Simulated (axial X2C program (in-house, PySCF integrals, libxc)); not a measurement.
# Correcting the dissociation energy of CsGe for spin–orbit coupling

A spin-free CCSD(T) curve (one-electron X2C) was computed with an axial X2C code built on PySCF integrals, basis Cs dyall-cv3z [15s15p9d4f1g], Ge dyall-cv3z [9s9p7d4f1g] (cores contracted in-house), for the state M_S = 3/2, Λ = 0 (beyond evenly filled blocks: σα, π+α, π-α). It gives D0 = 1.550 eV to Cs + Ge, which in a spin-free picture are the weighted means of the ground terms.

Correlated methods: 13 electrons correlated (number of frozen shells: Cs 4 s, 3 p, 2 d; Ge 3 s, 2 p, 1 d), 333 virtual spin orbitals or spinors in MP2, 90 natural virtuals in coupled cluster.

Measured levels of the ground terms (NIST Handbook of Basic Atomic Spectroscopic Data), in cm⁻¹: Cs 2S: J = 1/2 at 0; Ge 3P: J = 0 at 0, J = 1 at 557.1, J = 2 at 1410.

The molecular state has Λ = 0, so it has no first-order lowering.

(1) How far does each ground level lie under the (2J+1)-weighted mean of its term?

(2) Correct D0.

Second-order spin–orbit effects in the molecule, which grow quickly with Z, are left out. One determinant describes the state; a PBE0 search over occupations chose it and may have missed a lower one. De is counted from the lowest determinant-based energies of the atoms at the same level, without counterpoise correction. Coupled cluster ran in a truncated set of natural virtual spinors; the MP2 energy of the rest was added. (T) has no such correction and the atoms are truncated less, which lowers De at CCSD(T) by a hundredth of an eV or more. Other states lie close and PBE0, whose exact exchange favours high spin, may order them wrongly; the determinant shown need not be the ground state. The nearest other spin-free determinant of the search, M_S = 1/2, Λ = 2, lies 0.96 eV up at the distance of the search. With the outer-core shells frozen, correlated bond lengths of heavy atoms tend to come out a few hundredths of an ångström too long.

Answers

(1) Cs: a single level, 0; Ge: (1 × 0 + 3 × 557.1 + 5 × 1410)/9 = 969 cm⁻¹.

(2) D0 = 1.550 + (0 − 969)/8065.5 = 1.430 eV at CCSD(T) with these spin–orbit terms.
